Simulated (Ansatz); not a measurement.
C$_{3}$H$_{7}$BFN, SMILES `BC(F)CN=C` at its PBE0-D4/def2-TZVP geometry, where that method's forces vanish. The species carries charge 0 and has multiplicity 1.

```xyz
13

B     0.3232   -2.1960    0.4035
C    -0.2266   -0.7822    0.7399
F    -0.3277   -0.5301    2.1015
C     0.4711    0.3878    0.0597
N    -0.3382    1.5805    0.1001
C    -0.5296    2.1918   -0.9816
H     0.5260   -3.0007    1.2600
H     0.4756   -2.4822   -0.7478
H    -1.2631   -0.8156    0.3454
H     1.3938    0.5877    0.6146
H     0.7443    0.1002   -0.9674
H    -0.1104    1.8635   -1.9442
H    -1.1384    3.0953   -0.9838
```

(1) What forces (eV/Å) does ωB97M-V/def2-TZVPP give on these atoms in Ansatz 0.2.0? (Best estimate.)

## Answers

(1) Ansatz gave: 
```
B1   0.054 -0.180 -0.015
C2  -0.131 -0.074 -0.302
F3   0.006  0.046  0.251
C4   0.304 -0.177 -0.051
N5  -0.158  0.187  0.049
C6  -0.034  0.093 -0.133
H7  -0.030  0.116 -0.114
H8  -0.015  0.049  0.150
H9   0.077  0.005  0.032
H10 -0.076 -0.015 -0.052
H11 -0.030  0.027  0.076
H12 -0.028  0.011  0.107
H13  0.059 -0.088  0.002
```
